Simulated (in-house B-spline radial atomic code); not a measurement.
**BHandHLYP excitations of Be**

Method: BHandHLYP. Computed with an all-electron radial atomic-structure program (B-spline basis): linear response of the closed shell [He] 2s2 with the functional's adiabatic kernel; scalar-relativistic (spin-free one-electron X2C), finite nucleus, no spin-orbit coupling, no double excitations, S, P, D and F terms only.

Command:
```bash
python run_td.py task.json out
```
Settings (radii: box in bohr, nucleus in fm):
```
Z                        4
electrons                4
configuration            [He] 2s2
hamiltonian              x2c
method                   bhandhlyp
box_radius               75
rms_radius               2.519
intervals                79
```

Cost of the run: 0.2 s on 1 thread of AMD EPYC 9R45 96-Core Processor (Zen 5), with other jobs on the host.

The lowest states, in the order of their Tamm-Dancoff energies; the method's threshold (minus the highest occupied level) is 7.235 eV. Labels give the largest channel, * marks a mixed state, and oscillator strengths are full-response dipole values. Measured ¹D terms are left out, since they can mix with doubly excited terms. Semilocal kernels can invert the small singlet-triplet splittings of Rydberg terms. Energies in eV:

| state | full response | Tamm-Dancoff | oscillator strength | measured (J-weighted term) |
| --- | --- | --- | --- | --- |
| 2s → 2p 3P | 1.968 | 2.362 | - | 2.725 |
| 2s → 2p 1P | 4.864 | 5.127 | 1.34 | 5.277 |
| 2s → 3s 3S | ? | ? | - | ? |
| 2s → 3s 1S | 6.065 | 6.077 | - | 6.779 |
| 2s → 3p 3P | 6.390 | 6.397 | - | - |
| 2s → 3p 1P | 6.519 | 6.555 | 0.0234 | 7.462 |
| 2s → 3d 1D | ? | ? | - | - |
| 2s → 4s 3S | 6.743 | 6.745 | - | - |
| 2s → 3d 3D | 6.745 | 6.746 | - | 7.694 |
| 2s → 4s 1S | 6.802 | 6.805 | - | - |

Q: Where does 2s → 3s 3S lie?

A: At 5.795 eV in full response, 5.802 eV in Tamm-Dancoff; measured 6.457 eV.

Q: Where does 2s → 3d 1D lie?

A: At 6.721 eV in full response, 6.721 eV in Tamm-Dancoff.

Q: How large is the singlet-triplet splitting of 2s → 2p (P terms) in Tamm-Dancoff?

A: 2.76 eV, from the unrounded values.

Q: What polarisabilities and dispersion coefficient does the method give?

A: Dipole 43.45 bohr³, quadrupole 337.3 bohr⁵, C6 260.7 hartree·bohr⁶ for two such species. Recommended dipole value: 37.74 ± 0.03 bohr³ (Schwerdtfeger and Nagle, table of static dipole polarizabilities (2023 update)), which includes relativity and correlation.
